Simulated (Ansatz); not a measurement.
Steps of a relaxation of C$_{6}$H$_{16}$BN, SMILES `BN(CC)C(C)(C)C` with RKS PBE0-D4/def2-TZVP.

```sh
$ ansatz run in.yaml --threads 4 --pin off --events-out ev --progress --plain --max-ram 66560MiB --backend cuda --devices 0, --max-vram 37GiB
```

```yaml
crystal:
  periodic: [false, false, false]
  atoms:
    - {symbol: B, position_ang: [-1.049420, -1.696779, 0.686875]}
    - {symbol: N, position_ang: [-0.160296, -0.646402, 0.415848]}
    - {symbol: C, position_ang: [0.732006, -0.198204, 1.507519]}
    - {symbol: C, position_ang: [0.031611, 0.666415, 2.556407]}
    - {symbol: C, position_ang: [0.000373, 0.055017, -0.896055]}
    - {symbol: C, position_ang: [1.375405, -0.307903, -1.499095]}
    - {symbol: C, position_ang: [-0.102832, 1.583555, -0.704979]}
    - {symbol: C, position_ang: [-1.089181, -0.371793, -1.889649]}
    - {symbol: H, position_ang: [-1.008878, -2.194120, 1.799611]}
    - {symbol: H, position_ang: [-1.829233, -2.119756, -0.137688]}
    - {symbol: H, position_ang: [1.159930, -1.095457, 1.998491]}
    - {symbol: H, position_ang: [1.594383, 0.352330, 1.080015]}
    - {symbol: H, position_ang: [0.741325, 0.957283, 3.358304]}
    - {symbol: H, position_ang: [-0.803234, 0.106072, 3.023590]}
    - {symbol: H, position_ang: [-0.386297, 1.593113, 2.115728]}
    - {symbol: H, position_ang: [2.215329, 0.002970, -0.846355]}
    - {symbol: H, position_ang: [1.513843, 0.195125, -2.477193]}
    - {symbol: H, position_ang: [1.449582, -1.402397, -1.656760]}
    - {symbol: H, position_ang: [-1.089668, 1.860524, -0.282954]}
    - {symbol: H, position_ang: [0.007239, 2.092905, -1.683027]}
    - {symbol: H, position_ang: [0.685859, 1.982837, -0.037642]}
    - {symbol: H, position_ang: [-0.954182, 0.191917, -2.833905]}
    - {symbol: H, position_ang: [-1.035793, -1.451584, -2.124496]}
    - {symbol: H, position_ang: [-2.102868, -0.155865, -1.499090]}
basis:
  gaussian: {orbitals: def2-TZVP}
hamiltonian: {xc: pbe0, dispersion: d4}
relax: {f_tol: 0.005, max_steps: 150}
```

Positions (Å) and forces (eV/Å) along the path, 5 of 6 steps:

```xyz
24
step=1 energy=-8643.0742 eV
B    -1.049   -1.697    0.687    0.163    0.134   -0.041
N    -0.160   -0.646    0.416   -0.127   -0.078    0.007
C     0.732   -0.198    1.508    0.273   -0.082   -0.069
C     0.032    0.666    2.556   -0.156    0.117    0.143
C     0.000    0.055   -0.896    0.032   -0.018    0.076
C     1.375   -0.308   -1.499    0.152   -0.032   -0.056
C    -0.103    1.584   -0.705   -0.010    0.165    0.017
C    -1.089   -0.372   -1.890   -0.124   -0.061   -0.082
H    -1.009   -2.194    1.800   -0.014    0.201   -0.397
H    -1.829   -2.120   -0.138    0.284    0.171    0.293
H     1.160   -1.095    1.998   -0.244    0.422   -0.233
H     1.594    0.352    1.080   -0.457   -0.256    0.200
H     0.741    0.957    3.358   -0.317   -0.153   -0.391
H    -0.803    0.106    3.024    0.413    0.258   -0.239
H    -0.386    1.593    2.116    0.213   -0.458    0.189
H     2.215    0.003   -0.846   -0.418   -0.147   -0.307
H     1.514    0.195   -2.477   -0.093   -0.226    0.459
H     1.450   -1.402   -1.657   -0.056    0.522    0.083
H    -1.090    1.861   -0.283    0.467   -0.155   -0.201
H     0.007    2.093   -1.683   -0.051   -0.267    0.444
H     0.686    1.983   -0.038   -0.371   -0.217   -0.306
H    -0.954    0.192   -2.834   -0.040   -0.249    0.453
H    -1.036   -1.452   -2.124   -0.008    0.510    0.124
H    -2.103   -0.156   -1.499    0.488   -0.098   -0.167
24
step=3 energy=-8643.1716 eV
B    -1.043   -1.675    0.684    0.084   -0.068   -0.037
N    -0.159   -0.640    0.413   -0.027    0.038   -0.019
C     0.728   -0.197    1.494   -0.007   -0.004   -0.013
C     0.029    0.661    2.532    0.000   -0.002   -0.005
C     0.001    0.053   -0.885    0.007    0.011    0.017
C     1.362   -0.304   -1.487   -0.003   -0.002    0.008
C    -0.100    1.567   -0.697    0.003   -0.003    0.006
C    -1.078   -0.368   -1.871    0.001   -0.016    0.024
H    -0.998   -2.167    1.777   -0.029    0.024    0.017
H    -1.804   -2.097   -0.130   -0.034    0.022   -0.001
H     1.144   -1.082    1.980    0.006   -0.012    0.003
H     1.575    0.346    1.073    0.012    0.008   -0.004
H     0.728    0.948    3.323    0.007    0.001    0.004
H    -0.792    0.106    2.989   -0.011   -0.006    0.008
H    -0.381    1.571    2.093   -0.006    0.012   -0.005
H     2.191    0.003   -0.847    0.011    0.002    0.005
H     1.489    0.193   -2.451    0.001    0.003   -0.009
H     1.433   -1.382   -1.643    0.003   -0.012   -0.002
H    -1.075    1.839   -0.287   -0.011    0.006    0.005
H     0.014    2.065   -1.662    0.002    0.005   -0.008
H     0.675    1.957   -0.036    0.008    0.009    0.009
H    -0.945    0.194   -2.798    0.003    0.003   -0.001
H    -1.020   -1.430   -2.106   -0.004   -0.018   -0.004
H    -2.076   -0.159   -1.483   -0.016    0.000    0.003
24
step=4 energy=-8643.1723 eV
B    -1.038   -1.679    0.679   -0.004   -0.005    0.002
N    -0.158   -0.640    0.411   -0.005    0.004    0.004
C     0.728   -0.197    1.492    0.003   -0.001    0.002
C     0.028    0.660    2.531   -0.001   -0.003   -0.001
C     0.002    0.054   -0.885   -0.003   -0.006    0.006
C     1.363   -0.304   -1.487    0.002    0.005   -0.007
C    -0.099    1.569   -0.697   -0.002   -0.007   -0.002
C    -1.079   -0.370   -1.868    0.002    0.006   -0.006
H    -1.002   -2.163    1.777    0.001    0.002   -0.001
H    -1.807   -2.094   -0.131    0.003    0.003    0.000
H     1.145   -1.082    1.978    0.001    0.000    0.001
H     1.575    0.348    1.072   -0.001    0.000    0.001
H     0.727    0.947    3.322    0.000    0.000    0.001
H    -0.793    0.103    2.988    0.001    0.001    0.000
H    -0.384    1.570    2.092    0.000    0.001   -0.001
H     2.193    0.005   -0.849   -0.002   -0.001    0.000
H     1.489    0.191   -2.452    0.003    0.000   -0.002
H     1.434   -1.383   -1.642   -0.001    0.000    0.002
H    -1.074    1.841   -0.288    0.000    0.000    0.000
H     0.017    2.066   -1.662    0.000    0.000   -0.001
H     0.674    1.959   -0.033    0.002   -0.001    0.000
H    -0.947    0.191   -2.796   -0.003    0.001   -0.004
H    -1.023   -1.433   -2.102    0.004    0.001    0.003
H    -2.077   -0.160   -1.479    0.001    0.000    0.001
24
step=5 energy=-8643.1723 eV
B    -1.038   -1.678    0.680   -0.002    0.001   -0.006
N    -0.159   -0.639    0.411    0.003   -0.002    0.008
C     0.728   -0.197    1.492    0.002    0.004    0.000
C     0.028    0.659    2.532    0.000   -0.001    0.000
C     0.002    0.054   -0.885    0.000    0.002   -0.002
C     1.363   -0.304   -1.487    0.000   -0.001    0.000
C    -0.099    1.568   -0.697    0.000    0.001    0.000
C    -1.079   -0.370   -1.869    0.000   -0.001    0.001
H    -1.003   -2.163    1.777    0.001    0.001    0.001
H    -1.807   -2.093   -0.131   -0.001   -0.002    0.001
H     1.146   -1.082    1.978   -0.002   -0.001   -0.002
H     1.575    0.348    1.072    0.000    0.000    0.001
H     0.727    0.947    3.322    0.000    0.000    0.000
H    -0.792    0.103    2.989    0.000    0.000    0.000
H    -0.383    1.570    2.093    0.000    0.000    0.000
H     2.192    0.006   -0.849    0.000    0.000    0.000
H     1.489    0.191   -2.453   -0.001    0.000    0.000
H     1.435   -1.383   -1.640    0.000    0.000   -0.001
H    -1.075    1.841   -0.289    0.000   -0.001    0.000
H     0.017    2.066   -1.662    0.000   -0.001    0.000
H     0.674    1.958   -0.033    0.000    0.000    0.000
H    -0.948    0.191   -2.796    0.001    0.001    0.000
H    -1.021   -1.433   -2.103    0.000    0.000    0.000
H    -2.077   -0.162   -1.479   -0.001    0.000   -0.001
24
step=6 energy=-8643.1724 eV
B    -1.038   -1.678    0.680   -0.001    0.000   -0.002
N    -0.159   -0.639    0.411    0.001    0.000    0.001
C     0.728   -0.197    1.492    0.001    0.000    0.000
C     0.029    0.659    2.532    0.000    0.000    0.000
C     0.002    0.054   -0.885    0.000    0.001   -0.001
C     1.363   -0.304   -1.487    0.001    0.000    0.000
C    -0.100    1.568   -0.697    0.000    0.000    0.000
C    -1.079   -0.370   -1.869   -0.001    0.000    0.000
H    -1.003   -2.162    1.777    0.000    0.001    0.000
H    -1.808   -2.093   -0.131    0.000    0.000    0.000
H     1.145   -1.082    1.978    0.000    0.000    0.000
H     1.575    0.348    1.072    0.000    0.000    0.000
H     0.727    0.947    3.322    0.000    0.000    0.000
H    -0.792    0.103    2.989    0.000    0.000    0.000
H    -0.383    1.570    2.093    0.000    0.000    0.000
H     2.192    0.006   -0.849    0.000    0.000    0.000
H     1.489    0.191   -2.453    0.000    0.000    0.000
H     1.435   -1.383   -1.641    0.000    0.000    0.000
H    -1.075    1.841   -0.289    0.000    0.000    0.000
H     0.017    2.066   -1.662    0.000    0.000    0.000
H     0.674    1.959   -0.033    0.000    0.000    0.000
H    -0.947    0.191   -2.796    0.000    0.000    0.000
H    -1.021   -1.433   -2.103    0.000    0.000    0.000
H    -2.077   -0.162   -1.479    0.000    0.000    0.000
```

Run time 16 s (4 threads of an AMD EPYC 7R13 on a shared host and a share of an NVIDIA H100 80 GB); peak host memory 0.98 GiB.
